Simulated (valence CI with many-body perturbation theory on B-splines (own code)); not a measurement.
E1 line list for Pm¹¹⁺

Calculated by valence CI with perturbative core correlation (CI+MBPT): four valence electrons over a frozen Dirac-Fock core [Kr] 4d10, a basis of 7 s, 7 p, 7 d, 7 f, 4 g, 2 h functions for each j, with the one-electron correlation potential Σ1 (screened to all orders), the two-electron term Σ2, the three-electron term Σ3, Breit, model QED; selected single and double excitations, second order for the rest, scaled by the run's own slope (own B-spline code, finite nucleus).

No measured spectrum was set against this ion. As an estimate, terms of the open shell hold to a few per cent of their energy, and close levels can change places; configurations with another count of f electrons can be misplaced by thousands of cm⁻¹.

Lines 51 to 100 of 572 in falling wavelength, among levels below 238160 cm⁻¹, chosen from the strongest by gf and those to the six lowest levels. Wavelengths and rates use the calculated energies, so an error of 2000 cm⁻¹ moves a line at 70.39 nm by 1.4 % and its rate by three times that or more. Electric multipoles are in the length gauge, E1 and E2 with the static RPA response of the core. Weak lines are less certain than strong ones. Lines between different terms over intervals too small for the method are left out, as are lines whose strength nearly cancels. Where a level lies close to another of its J and parity, the split of strength between their lines is uncertain. The highest levels of a list are the least certain.

Names give the largest LS component (configuration and term), which can be under half, so a name can repeat, a term be missing and a line seem to break the LS rules; names also repeat where a configuration has a term twice. Letters in brackets count levels of one name in rising energy.

| λ vac (nm) | Upper | Lower | A (s⁻¹) | S (a.u.) with core polarisation | S without |
| --- | --- | --- | --- | --- | --- |
| 70.39 | 4f3 5s 1G°_4 [b] | 4f 5s2 5p 3G_4 | 4.75e+06 | 7.35e-03 | 9.57e-03 |
| 70.12 | 4f3 5s 5G°_3 | 4f2 5s2 3F_2 | 1.35e+06 | 1.61e-03 | 2.06e-03 |
| 70.10 | 4f2 5s 5p 5D°_3 [a] | 4f2 5s2 1D_2 | 5.91e+06 | 7.04e-03 | 9.12e-03 |
| 70.08 | 4f3 5s 3H°_6 [a] | 4f2 5s2 3H_6 | 2.56e+06 | 5.65e-03 | 7.13e-03 |
| 69.90 | 4f2 5s 5p 3H°_5 [c] | 4f 5s2 5p 3G_4 | 2.69e+06 | 4.98e-03 | 6.28e-03 |
| 69.47 | 4f2 5s 5p 5I°_5 | 4f2 5s2 3F_4 | 6.05e+05 | 1.10e-03 | 1.42e-03 |
| 69.32 | 4f3 5s 3H°_5 [a] | 4f2 5s2 3H_5 | 1.56e+06 | 2.82e-03 | 3.55e-03 |
| 69.08 | 4f3 5s 3G°_4 [a] | 4f2 5s2 3F_3 | 1.21e+06 | 1.77e-03 | 2.21e-03 |
| 69.04 | 4f3 5s 3G°_5 [a] | 4f2 5s2 3F_4 | 1.48e+06 | 2.65e-03 | 3.33e-03 |
| 68.44 | 4f3 5s 3D°_3 [c] | 4f2 5s2 3P_2 | 1.14e+07 | 1.27e-02 | 1.64e-02 |
| 68.41 | 4f3 5s 5G°_5 | 4f2 5s2 3H_6 | 1.89e+06 | 3.28e-03 | 4.26e-03 |
| 68.22 | 4f3 5s 3H°_4 [a] | 4f2 5s2 3H_4 | 2.31e+06 | 3.26e-03 | 4.10e-03 |
| 68.22 | 4f3 5s 3H°_6 [a] | 4f2 5s2 3H_5 | 5.52e+05 | 1.12e-03 | 1.45e-03 |
| 68.19 | 4f2 5s 5p 5I°_4 | 4f2 5s2 3H_5 | 8.97e+06 | 1.26e-02 | 1.64e-02 |
| 68.14 | 4f2 5s 5p 5D°_2 [a] | 4f2 5s2 3P_1 | 2.60e+07 | 2.03e-02 | 2.63e-02 |
| 67.94 | 4f2 5s 5p 5I°_5 | 4f2 5s2 3H_6 | 5.49e+06 | 9.35e-03 | 1.21e-02 |
| 67.88 | 4f2 5s 5p 5D°_0 [a] | 4f2 5s2 3P_1 | 2.62e+07 | 4.05e-03 | 5.27e-03 |
| 67.86 | 4f3 5s 3F°_3 [b] | 4f2 5s2 3P_2 | 1.72e+07 | 1.86e-02 | 2.39e-02 |
| 67.86 | 4f3 5s 1I°_6 [b] | 4f2 5s2 1I_6 | 1.38e+07 | 2.78e-02 | 3.53e-02 |
| 67.53 | 4f3 5s 3G°_5 [a] | 4f2 5s2 3H_6 | 1.42e+06 | 2.37e-03 | 3.06e-03 |
| 67.53 | 4f2 5s 5p 5G°_2 [a] | 4f2 5s2 3F_3 | 1.77e+07 | 1.35e-02 | 1.74e-02 |
| 67.29 | 4f3 5s 5G°_6 | 4f2 5s2 3H_6 | 6.73e+05 | 1.31e-03 | 1.74e-03 |
| 67.23 | 4f3 5s 3F°_2 [a] | 4f2 5s2 3F_2 | 1.82e+06 | 1.37e-03 | 1.71e-03 |
| 67.18 | 4f3 5s 3F°_3 [a] | 4f2 5s2 3F_3 | 1.79e+06 | 1.87e-03 | 2.35e-03 |
| 67.11 | 4f2 5s 5p 3P°_1 | 4f2 5s2 1S_0 | 7.54e+07 | 3.37e-02 | 4.39e-02 |
| 67.10 | 4f2 5s 5p 3G°_5 [b] | 4f 5s2 5p 3G_4 | 3.66e+06 | 6.00e-03 | 7.61e-03 |
| 66.74 | 4f3 5s 3D°_1 [c] | 4f2 5s2 3P_0 | 1.85e+07 | 8.13e-03 | 1.05e-02 |
| 66.73 | 4f3 5s 3S°_1 [a] | 4f2 5s2 3F_2 | 2.14e+06 | 9.42e-04 | 1.20e-03 |
| 66.64 | 4f3 5s 5G°_5 | 4f2 5s2 3H_5 | 4.90e+05 | 7.87e-04 | 9.92e-04 |
| 66.60 | 4f2 5s 5p 3F°_2 [a] | 4f2 5s2 1D_2 | 1.33e+07 | 9.73e-03 | 1.26e-02 |
| 66.50 | 4f2 5s 5p 3G°_4 [b] | 4f 5s2 5p 3G_4 | 3.35e+06 | 4.38e-03 | 5.66e-03 |
| 66.45 | 4f2 5s 5p 5I°_4 | 4f2 5s2 3H_4 | 6.21e+07 | 8.09e-02 | 1.05e-01 |
| 66.45 | 4f3 5s 1H°_5 [b] | 4f2 5s2 1I_6 | 3.73e+06 | 5.94e-03 | 7.35e-03 |
| 66.38 | 4f2 5s 5p 5G°_2 [a] | 4f2 5s2 3F_2 | 3.15e+07 | 2.27e-02 | 2.94e-02 |
| 66.37 | 4f2 5s 5p 5G°_3 [a] | 4f2 5s2 3F_4 | 2.61e+07 | 2.64e-02 | 3.42e-02 |
| 66.35 | 4f3 5s 3D°_3 [b] | 4f2 5s2 1D_2 | 4.30e+06 | 4.34e-03 | 5.55e-03 |
| 66.23 | 4f2 5s 5p 5H°_4 | 4f2 5s2 3F_3 | 1.55e+06 | 2.00e-03 | 2.56e-03 |
| 66.19 | 4f2 5s 5p 5I°_5 | 4f2 5s2 3H_5 | 6.18e+06 | 9.73e-03 | 1.26e-02 |
| 66.09 | 4f2 5s 5p 5H°_3 | 4f2 5s2 3F_2 | 1.89e+06 | 1.88e-03 | 2.47e-03 |
| 65.89 | 4f2 5s 5p 5H°_6 [a] | 4f2 5s2 3H_6 | 4.88e+06 | 8.96e-03 | 1.16e-02 |
| 65.86 | 4f3 5s 3P°_2 | 4f2 5s2 3F_2 | 3.37e+06 | 2.38e-03 | 3.11e-03 |
| 65.77 | 4f2 5s 5p 3G°_3 [b] | 4f2 5s2 1D_2 | 3.87e+07 | 3.80e-02 | 4.93e-02 |
| 65.76 | 4f3 5s 5G°_4 | 4f2 5s2 3H_4 | 4.44e+06 | 5.61e-03 | 7.31e-03 |
| 65.75 | 4f2 5s 5p 3H°_5 [a] | 4f2 5s2 3F_4 | 2.37e+07 | 3.65e-02 | 4.73e-02 |
| 65.69 | 4f2 5s 5p 3P°_2 | 4f2 5s2 3P_2 | 6.63e+06 | 4.64e-03 | 5.98e-03 |
| 65.57 | 4f3 5s 5G°_6 | 4f2 5s2 3H_5 | 1.03e+06 | 1.86e-03 | 2.40e-03 |
| 65.53 | 4f2 5s 5p 5F°_4 | 4f 5s2 5p 3G_3 | 6.44e+06 | 8.05e-03 | 1.02e-02 |
| 65.53 | 4f2 5s 5p 5G°_4 [a] | 4f2 5s2 3F_4 | 3.78e+06 | 4.73e-03 | 6.11e-03 |
| 65.41 | 4f3 5s 5D°_4 | 4f2 5s2 1G_4 | 7.82e+06 | 9.72e-03 | 1.26e-02 |
| 65.33 | 4f3 5s 3S°_1 [b] | 4f2 5s2 3F_2 | 4.72e+06 | 1.95e-03 | 2.49e-03 |
